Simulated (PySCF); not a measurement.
Input of an EPR job (settings, then geometry in Å):

```
{"job": {"kind": "epr", "basis": "pcH-1"}, "charge": 0, "multiplicity": 2}
C     -0.395311     1.404547     0.428701
C     -0.627175     0.174835     0.163290
S      0.619071    -1.138582    -0.118566
C      2.144644    -0.192343     0.113922
C     -2.006218    -0.428102     0.051369
F     -2.175713    -1.112379    -1.085885
F     -2.962815     0.506936     0.083077
F     -2.267717    -1.276362     1.055740
H      0.339998     2.149531     0.582929
H      2.956573    -0.897662    -0.032249
H      2.201286     0.600163    -0.626006
H      2.174576     0.208730     1.122369
```

Level of theory: UKS B3LYP, pcH-1 on C F H S, non-relativistic, mean-field spin-orbit, GIAO in PySCF. The structure is a single GFN2-xTB conformer in the gas phase; no vibrational or solvent corrections. The geometry wasn't refined by DFT: couplings that depend on bond lengths, twists or pyramidal angles can differ widely from those at the functional's own minimum.

Output of the driver script. Atoms in this output count from 0.

```
UKS, coarse grid
  cycle   1  E = -852.32157965  |g| = 6.85e-01
  cycle   2  E = -852.11265188  |g| = 1.10e+00
  cycle   3  E = -852.47427655  |g| = 8.38e-02
  cycle   4  E = -852.47545768  |g| = 7.29e-02
  cycle   5  E = -852.47806541  |g| = 1.37e-02
  cycle   6  E = -852.47816817  |g| = 5.70e-03
  cycle   7  E = -852.47819759  |g| = 2.94e-03
  cycle   8  E = -852.47820892  |g| = 1.35e-03
  cycle   9  E = -852.47821426  |g| = 6.31e-04
UKS, final grid
  cycle   1  E = -852.47810812  |g| = 6.87e-04
  cycle   2  E = -852.47810818  |g| = 9.45e-04
  cycle   3  E = -852.47810852  |g| = 1.65e-04
  cycle   4  E = -852.47810857  |g| = 1.26e-04
  cycle   5  E = -852.47810861  |g| = 6.27e-05
  cycle   6  E = -852.47810862  |g| = 1.17e-05
E = -852.47810862 Eh   <S^2> = 0.7606 (exact 0.7500)
g shifts (ppm)      1          2          3
  rmc          -166       -166       -166
  gc             29          3        -11
  oz_so       -2281        984       1611
  total       -2418        821       1434
hyperfine (MHz)  atom isotope    a_iso     a_fc   dipolar eigenvalues
    0   13C     251.07     251.66    -82.07    -59.96    142.03
    1   13C     -22.15     -22.11    -15.54     -1.20     16.74
    2   33S      -1.79      -2.15    -19.12    -15.72     34.84
    3   13C       8.93       8.92     -0.70     -0.46      1.16
    4   13C      67.11      67.12     -5.20     -4.02      9.22
    5   19F       2.23       2.17     -6.38     -5.93     12.32
    6   19F       8.82       8.82     -8.28     -7.45     15.73
    7   19F       0.17       0.12     -5.44     -4.66     10.10
    8    1H      -6.76      -6.62    -33.44     -5.86     39.31
    9    1H       0.47       0.46     -1.73     -0.41      2.15
   10    1H      -0.88      -0.89     -3.24     -1.79      5.03
   11    1H      -0.80      -0.82     -3.22     -1.80      5.01
```

|g| in the SCF lines is the orbital gradient. In the g block, columns 1 to 3 are the principal axes in rising order; rmc is the relativistic mass correction, gc the gauge correction and oz_so the orbital-Zeeman/spin–orbit term. a_fc is the Fermi-contact part of a_iso, the rest being spin–orbit.

What does the output say about convergence, stability and spin contamination?

The SCF converged after 15 cycles in all, 9 of them on the coarse grid; no stability test was run. ⟨S²⟩ = 0.7606 against the exact 0.7500, so spin contamination is small.

What are the principal g values and g_iso?

Adding the total shifts to 2.002319 gives 1.99990, 2.00314, 2.00375; their mean shift is -54 ppm, so g_iso = 2.00227.

Which couplings shape the isotropic spectrum at natural abundance (0.05 mT or more)? Keep the log's numbering.

atom 8 (1H, I = 1/2): -6.8 MHz = 0.24 mT in magnitude, a 1:1 doublet; atoms 5, 6, 7 (19F, I = 1/2): mean 3.7 MHz = 0.13 mT in magnitude, a 1:3:3:1 quartet. Together 8 lines to first order. Means are taken over nuclei equivalent by connectivity, which assumes that they swap fast. The three 19F nuclei of mean +3.7 MHz run from 0.2 to 8.8 MHz in the frozen geometry.

How large is the spin–orbit part of a_iso for atom 8 (1H)?

a_iso − a_fc = -6.76 − (-6.62) = -0.14 MHz.

The species is `[H]/[C]=C(\SC)C(F)(F)F` [radical]. The run used 250 basis functions and 12 iterations of the response equations. 

Time: 82 s (grids of density and orbitals included); peak memory 0.89 GiB. Hardware: Arm Neoverse V1, one thread, shared host.

Conformer computed: `[H]/[C:1]=[C:2](\[S:3][CH3:4])[C:5]([F:6])([F:7])[F:8]`: C1–C2–S3–C4 1°, C1–C2–C5–F6 129°.
Labels such as C1 count atoms from 1, the log's own numbers from 0.
